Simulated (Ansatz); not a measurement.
Complex (SMILES): O (H2O) with F (HF), atoms 1 to 3 the first; geometry from B3LYP-D3(BJ)/def2-TZVP, monomers rigid:
```xyz
5

O      0.0126     0.5732     0.1476
H     -0.2167     0.4999    -0.7856
H      0.6440    -0.1320     0.3287
F      0.9055     2.9606     0.8114
H      0.5537     2.1097     0.6008
```

Basis-set convergence of the uncorrected interaction energy at PBE with Ansatz (a program for electronic structure). All functions are spherical. The program fits the integrals of some runs and decomposes those of others, by size. No added dispersion term, no relativity. Functions are those of the species that has most. Reference: the counterpoise-corrected one, the value in aug-pcseg-3, -9.49 kcal/mol. Deviations are taken from unrounded values.

```csv
basis,functions,uncorrected interaction energy (kcal/mol),minus reference (kcal/mol)
pcseg-0,24,-18.03,-8.55
pcseg-1,43,-12.61,-3.12
aug-pcseg-1,73,-10.10,-0.61
pcseg-2,102,-10.18,-0.70
aug-pcseg-2,161,-9.57,-0.09
pcseg-3,219,-9.56,-0.07
aug-pcseg-3,317,-9.50,-0.01
pcseg-4,385,-9.51,-0.02
```

The smallest set listed that lies within 0.5 kcal/mol of the reference with all its larger relatives (same family, alike in diffuse functions; a set with none counts only in the reference's own line) is aug-pcseg-2 (161 functions, -0.09 kcal/mol off).
